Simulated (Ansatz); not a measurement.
`[F][SnH]([Cl])[SeH]` + `CCNC` → `CC[N](C)[SnH]([F])[Cl]` + H₂Se  (ligand exchange at the Sn–Se bond)

Gas-phase electronic energies from Ansatz, PBE0-D4/def2-TZVP geometries. CCSD(T)/CBS adds triple-zeta CCSD(T) − MP2 to the extrapolated MP2 energy (def2 sets, frozen cores). DFT in def2-TZVPP. Elements past krypton have def2 core potentials. For Se, Sn outer-core shells are correlated without core-valence functions, which leaves a few kJ/mol of doubt a bond. Scalar relativity is left out up to krypton. Each species was taken in one conformer, which may not be the lowest.

CCSD(T)/CBS gives +66.9 kJ/mol.

(1) Another level gave +90.0 kJ/mol. Which?
A. B2PLYP/def2-TZVPP
B. revPBE/def2-TZVPP
C. PBE/def2-TZVPP
D. MP2/def2-TZVPP

Largest T1 diagnostic among the species: 0.013.

Results:

(1) B. revPBE 90.0, B2PLYP 77.3, MP2/def2-TZVPP 63.2, PBE 83.8 kJ/mol.

In def2-TZVPP, CCSD(T) changes the Hartree–Fock value by −30.8 kJ/mol (the triples alone add −4.2 kJ/mol) and MP2 by −30.4 kJ/mol. The D4 term adds −12.7 kJ/mol with B3LYP and −7.5 kJ/mol with PBE0; it sums over pairs of atoms, weighted by their polarisabilities, and B3LYP, whose exchange is more repulsive, gets the larger term.

CCSD(T)/CBS has its own doubt, a few kJ/mol and more with outer-core shells, so smaller differences from it don't rank the levels.

B3LYP here is the variant with VWN-RPA as its local correlation; programs differ in this.
